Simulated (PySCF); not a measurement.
Geometry:
```csv
atom,x (Å),y (Å),z (Å)
C1,2.747,2.325,0.120
C2,1.762,1.343,0.527
C3,0.940,0.511,0.875
Si4,-0.311,-0.737,1.363
O5,0.045,-2.187,0.632
Si6,0.466,-2.809,-0.846
C7,-1.976,-0.118,0.827
C8,-2.277,1.363,0.820
C9,-2.124,0.637,-0.473
H10,3.014,2.199,-0.941
H11,2.364,3.349,0.253
H12,3.669,2.229,0.714
H13,-0.249,-0.973,2.831
H14,0.912,-4.218,-0.652
H15,1.575,-2.016,-1.457
H16,-0.705,-2.792,-1.776
H17,-2.818,-0.769,1.092
H18,-3.279,1.676,1.128
H19,-1.479,2.051,1.116
H20,-1.223,0.832,-1.064
H21,-3.019,0.442,-1.070
```

One conformer, rapidly exchanging positions averaged, no solvent, non-relativistic. NMR shieldings at PBE0/pcSseg-1/GIAO; PBE0-D3(BJ)/def2-SVP geometry; PySCF.

Scale: 13C (σ = 184.41 ppm) against TMS (reference shieldings calculated alike).

Do the 13C shifts follow the atomic charges (in e)? Tabulate both.

Results:


```
atoms  hybridisation  δ (ppm)  σ para (ppm)  Hirshfeld    IAO  Mulliken  ESP-fitted
   C2             sp    112.7          -203      -0.01  +0.01     -0.13       +0.24
   C3             sp     82.0          -159      -0.18  -0.41     -0.44       -0.40
   C1            sp3      5.5           -72      -0.09  -0.43     -0.19       -0.54
   C9            sp3      2.8           -69      -0.09  -0.27     -0.22       -0.25
   C8            sp3      2.0           -74      -0.09  -0.27     -0.21       -0.32
   C7            sp3     -2.9           -73      -0.14  -0.45     -0.58       -0.24
```

Correlation coefficients of δ with charge over these carbons: Hirshfeld +0.25, IAO +0.61, Mulliken +0.19, ESP-fitted +0.62; with the paramagnetic shielding -1.00. Among the 4 sp3 carbons alone: Hirshfeld +0.87, IAO +0.27, Mulliken +0.93, ESP-fitted -0.76. With so few points, grouped by hybridisation, these coefficients are fragile. Charge is one influence among several: hybridisation and low-lying excitations act through the paramagnetic term.

Shifts are as computed. Against solution values, carbons near 30 ppm lie about +2 ppm off and those near 130 ppm about +5 ppm. Of 1309 compounds with measured shifts, 239 miss one by over three times the rms of a fit or turn the order of signals round; such compounds aren't used in these exercises.
